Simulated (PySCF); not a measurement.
Löwdin shares of the frontier orbitals

BrH5P2Si.
Structure used (PBE0-D3(BJ)/def2-SVP), in Å, numbered top down from 1:
```
atom  x, y, z in Å
P1     1.687    0.668    0.176
Si2   -0.503    0.903   -0.328
P3    -1.436   -1.041   -0.993
Br4   -1.480    1.798    1.475
H5     1.937   -0.136   -0.982
H6     1.441   -0.462    1.017
H7    -0.647    1.893   -1.434
H8    -2.781   -0.579   -0.850
H9    -1.384   -1.610    0.316
```

Computed, not measured: TDDFT CAM-B3LYP/def2-SVPD, vertical, gas phase, core orbitals frozen in the response (PySCF). Relativistic effects, spin–orbit coupling among them, are left out although an element past zinc is present.

Frontier orbitals with the atoms that hold most of them (Löwdin shares over 4%, at most four atoms; ? is withheld):

```csv
orbital,ε (eV),atoms
LUMO+2,0.93,"P1 28%, P3 20%, Si2 19%, H8 12%"
LUMO+1,0.75,"Si2 25%, Br4 22%, P1 18%, P3 11%"
LUMO,?,?
HOMO,-8.75,?
HOMO-1,-9.25,"P1 34%, P3 23%, Br4 21%, Si2 8%"
HOMO-2,-9.73,"Br4 61%, P1 16%, Si2 9%, H7 5%"
HOMO-3,-10.18,"Br4 56%, P3 18%, Si2 13%"
```

Give the leading atoms of the HOMO.

P3 (bonded to Si and 2 H) 36%; P1 (bonded to Si and 2 H) 23%; Br4 (bonded to Si) 18%; Si2 (bonded to Br, 2 P and H) 12%. By element: phosphorus 59%, bromine 18%, silicon 12%.

Give the leading atoms of the LUMO.

Br4 (bonded to Si) 28%; P3 (bonded to Si and 2 H) 22%; Si2 (bonded to Br, 2 P and H) 22%; P1 (bonded to Si and 2 H) 13%. By element: phosphorus 35%, bromine 28%, silicon 22%.

What is the LUMO energy, and the HOMO–LUMO gap?

ε(LUMO) = 0.15 eV; the gap is 8.90 eV (0.3270 hartree).

The HOMO–LUMO gap is 8.90 eV. Where does the response calculation put the lowest singlet, and from which orbitals?

S1 is at 5.90 eV (f = 0.067), 3.00 eV below the gap, made of HOMO→LUMO (84%). 

Next come S2 at 6.28 eV (f 0.058), HOMO-1→LUMO (70%); S3 at 6.37 eV (f 0.034), HOMO→LUMO+2 (46%), HOMO→LUMO+1 (23%); S4 at 6.56 eV (f 0.0084), HOMO-2→LUMO (36%), HOMO→LUMO+1 (22%), HOMO→LUMO+2 (15%); S5 at 6.59 eV (f 0.0088), HOMO-2→LUMO (41%), HOMO→LUMO+1 (31%).

One conformer stands for the species.
